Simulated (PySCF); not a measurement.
# HgSe: script and output

File input.py (PySCF 2.14):

```python
from pyscf import gto, dft

mol = gto.M(
    atom='Hg 0 0 0; Se 0 0 2.084',
    basis='def2-svpd',
    ecp={'Hg': 'def2-svpd'},
    charge=0,
    spin=0,
    symmetry=True,
    verbose=4,
)
mf = dft.RKS(mol, xc='hcth407')
mf.kernel()
mf.mulliken_pop()
mf.dip_moment()
print('orbital energies (hartree):', mf.mo_energy[..., max(0, mol.nelec[1]-3):mol.nelec[0]+3].round(4))
```

```bash
$ OMP_NUM_THREADS=1 python input.py
```

The log (some set-up lines removed):

```
PySCF version 2.14.0

[INPUT] verbose = 4
[INPUT] num. atoms = 2
[INPUT] num. electrons = 54
[INPUT] charge = 0
[INPUT] spin (= nelec alpha-beta = 2S) = 0
[INPUT] symmetry True subgroup None
[INPUT] Mole.unit = angstrom
[INPUT] Symbol           X                Y                Z      unit          X                Y                Z       unit  Magmom
[INPUT]  1 Hg     0.000000000000   0.000000000000   0.000000000000 AA    0.000000000000   0.000000000000   0.000000000000 Bohr   0.0
[INPUT]  2 Se     0.000000000000   0.000000000000   2.084000000000 AA    0.000000000000   0.000000000000   3.938189243594 Bohr   0.0

nuclear repulsion = 172.668187824184
point group symmetry = Coov
symmetry origin: [0.         0.         1.17454767]
symmetry axis x: [1. 0. 0.]
symmetry axis y: [0. 1. 0.]
symmetry axis z: [0. 0. 1.]
num. orbitals of irrep A1 = 28
num. orbitals of irrep E1x = 16
num. orbitals of irrep E1y = 16
num. orbitals of irrep E2x = 7
num. orbitals of irrep E2y = 7
num. orbitals of irrep E3x = 1
num. orbitals of irrep E3y = 1
number of shells = 28
number of NR pGTOs = 143
number of NR cGTOs = 76
basis = def2-svpd
ecp = {'Hg': 'def2-svpd'}

******** <class 'pyscf.dft.rks_symm.SymAdaptedRKS'> ********
method = SymAdaptedRKS
initial guess = minao
damping factor = 0
level_shift factor = 0
DIIS = <class 'pyscf.scf.diis.CDIIS'>
diis_start_cycle = 1
diis_space = 8
diis_damp = 0
SCF conv_tol = 1e-09
SCF conv_tol_grad = None
SCF max_cycles = 50
direct_scf = True
direct_scf_tol = 1e-13
XC library pyscf.dft.libxc version 7.0.0
    S. Lehtola, C. Steigemann, M. J.T. Oliveira, and M. A.L. Marques.,  SoftwareX 7, 1–5 (2018)
XC functionals = hcth407
    A. D. Boese and N. C. Handy.,  J. Chem. Phys. 114, 5497 (2001)
radial grids:
    Treutler-Ahlrichs [JCP 102, 346 (1995); DOI:10.1063/1.469408] (M4) radial grids

becke partition: Becke, JCP 88, 2547 (1988); DOI:10.1063/1.454033
pruning grids: <function nwchem_prune>
grids dens level: 3
symmetrized grids: True
atomic radii adjust function: <function treutler_atomic_radii_adjust>
small_rho_cutoff = 0
Freeze 0 electrons in irreps []
    54 free electrons in irreps A1 E1x E1y E2x E2y E3x E3y
Set gradient conv threshold to 3.16228e-05
Initial guess from minao.
tot grids = 44168
init E= -2544.31757770982
HOMO (E1y) = -0.669731347372777  LUMO (A1) = -0.649088862723758  gap/eV = 0.56171
cycle= 1 E= -2555.05065004959  delta_E= -10.7  |g|= 2.25  |ddm|= 16.5
HOMO (A1) = 0.0535907334936059  LUMO (E2y) = 0.0640944441459879  gap/eV = 0.28582
cycle= 2 E= -2526.02434067644  delta_E=   29  |g|= 6.82  |ddm|= 21.6
HOMO (E1y) = -0.304949550319586  LUMO (A1) = -0.298600712901987  gap/eV = 0.17276
cycle= 3 E= -2556.3365613424  delta_E= -30.3  |g|= 0.68  |ddm|= 20.6
HOMO (E1y) = -0.255071731080397  LUMO (A1) = -0.154367458106805  gap/eV = 2.74030
cycle= 4 E= -2556.30817245498  delta_E= 0.0284  |g|= 0.829  |ddm|= 2.28
HOMO (E1y) = -0.179003249718185  LUMO (A1) = -0.148827224710331  gap/eV = 0.82113
cycle= 5 E= -2556.47379944947  delta_E= -0.166  |g|= 0.17  |ddm|=  1.2
HOMO (E1y) = -0.209008380077744  LUMO (A1) = -0.171845265829219  gap/eV = 1.01126
cycle= 6 E= -2556.48097789191  delta_E= -0.00718  |g|= 0.0615  |ddm|= 0.364
HOMO (E1y) = -0.205321256798809  LUMO (A1) = -0.171345673506238  gap/eV = 0.92452
cycle= 7 E= -2556.48197228069  delta_E= -0.000994  |g|= 0.00803  |ddm|= 0.097
HOMO (E1y) = -0.204749902629073  LUMO (A1) = -0.170771443086153  gap/eV = 0.92460
cycle= 8 E= -2556.48199616082  delta_E= -2.39e-05  |g|= 0.00235  |ddm|= 0.0165
HOMO (E1y) = -0.204704458201749  LUMO (A1) = -0.17078674592382  gap/eV = 0.92295
cycle= 9 E= -2556.48199753107  delta_E= -1.37e-06  |g|= 0.00115  |ddm|= 0.00517
HOMO (E1y) = -0.204798842270727  LUMO (A1) = -0.170793116732469  gap/eV = 0.92534
cycle= 10 E= -2556.48199808037  delta_E= -5.49e-07  |g|= 0.000134  |ddm|= 0.00216
HOMO (E1y) = -0.204768697757671  LUMO (A1) = -0.17076852853836  gap/eV = 0.92519
cycle= 11 E= -2556.48199808754  delta_E= -7.18e-09  |g|= 2.65e-05  |ddm|= 0.000285
HOMO (E1y) = -0.204769583836423  LUMO (A1) = -0.17076939339313  gap/eV = 0.92519
cycle= 12 E= -2556.48199808758  delta_E= -4e-11  |g|= 2.22e-05  |ddm|= 2.07e-05
HOMO (E1y) = -0.20476965403713  LUMO (A1) = -0.17076945725502  gap/eV = 0.92519
Extra cycle  E= -2556.48199808758  delta_E= -1.82e-12  |g|= 1.76e-05  |ddm|= 7.2e-06
converged SCF energy = -2556.48199808758
 ** Mulliken pop  **
pop of  0 Hg 5s           0.13158
pop of  0 Hg 6s          -0.58464
pop of  0 Hg 7s           1.92895
pop of  0 Hg 8s           0.56244
pop of  0 Hg 9s           1.07871
pop of  0 Hg 10s          0.25423
pop of  0 Hg 5px          1.89044
pop of  0 Hg 5py          1.89044
pop of  0 Hg 5pz          1.88190
pop of  0 Hg 6px          0.12047
pop of  0 Hg 6py          0.12047
pop of  0 Hg 6pz          0.13131
[64 lines left out]
 ** Mulliken atomic charges  **
charge of    0Hg =      0.30340
charge of    1Se =     -0.30340
Dipole moment(X, Y, Z, Debye):  0.00000,  0.00000, -3.85236
orbital energies (hartree): [-0.3254 -0.2048 -0.2048 -0.1708 -0.0346 -0.0346]
```

In short: E(SCF) = -2556.481998 Eh, 12 cycles, μz(SCF) = -3.85 D.

Hardware: Arm Neoverse V2, 1 thread, shared host. Wall time 3.8 s, peak memory 0.27 GiB.

Stability towards an unrestricted solution was not tested. The bond length is a typed value, not an optimised one.
